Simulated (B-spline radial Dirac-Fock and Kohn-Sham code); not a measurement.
## Auger decay of the 3s hole in Pm⁺

System: Pm⁺, configuration [Xe] 4f5 6s1.

Input of the calculation (task.json; shells as n, l, electrons):

```json
{"items": [{
  "Z": 61,
  "q": 1,
  "cfg": [[1, 0, 2], [2, 0, 2], [2, 1, 6], [3, 0, 2], [3, 1, 6], [3, 2, 10], [4, 0, 2], [4, 1, 6], [4, 2, 10], [4, 3, 5], [5, 0, 2], [5, 1, 6], [6, 0, 1]],
  "A": 145,
  "rrms": 4.962,
  "do": ["binding", "quiet", "decay"],
  "holes": ["K", "L1", "L2", "L3", "M1", "M2", "M3", "M4", "M5", "N1", "N2", "N3", "N4", "N5"]
}]}
```

Run with: `python xray_run.py task.json out`

Model: independent-particle rates on relativistic LDA orbitals of the hole state (multipoles up to L = 3, Coulomb Auger matrix elements, transition energies from Dirac-Fock). Program: a radial finite-basis atomic code. Kinetic energies are configuration averages from the vacuum level; the two-hole energies are estimated from single-hole states.

| transition | kinetic energy (eV) | width (meV) | share (%) |
| --- | --- | --- | --- |
| M1-M3N3 | 11.77 | 1880 | 13.5 |
| M1-M2N4 | 14.69 | 1260 | 9.1 |
| M1-M2N5 | 18.98 | 1820 | 13.1 |
| M1-M3N4 | 127.9 | 804 | 5.8 |
| M1-M3N5 | 132.6 | 1160 | 8.3 |
| M1-M2O3 | 134.6 | 203 | 1.5 |
| M1-M2N6 | 148.0 | 294 | 2.1 |
| M1-M2N7 | 148.3 | 398 | 2.9 |
| M1-M3O1 | – | 193 | 1.4 |
| M1-M4N1 | 223.1 | 452 | 3.3 |
| M1-M5N1 | 247.0 | 654 | 4.7 |
| M1-M3O3 | 248.0 | 240 | 1.7 |
| M1-M3N6 | 261.1 | 806 | 5.8 |
| M1-M3N7 | 261.8 | 1020 | 7.4 |
| M1-M5N4 | 459.1 | 201 | 1.4 |
| M1-M5N5 | 464.2 | 301 | 2.2 |

A dash stands for an energy that rests on an unreliable hole state.

Coster-Kronig rates are the weakest part of this model and often come out 1.5 to 2.5 times too large. The listed channels hold 84 % of the non-radiative rate. Summed by principal shells, of 13.9 eV in all: MMN 86.1 %, MMO 9.0 %, MNN 4.0 %, MNO 0.6 %, MMP 0.3 %.
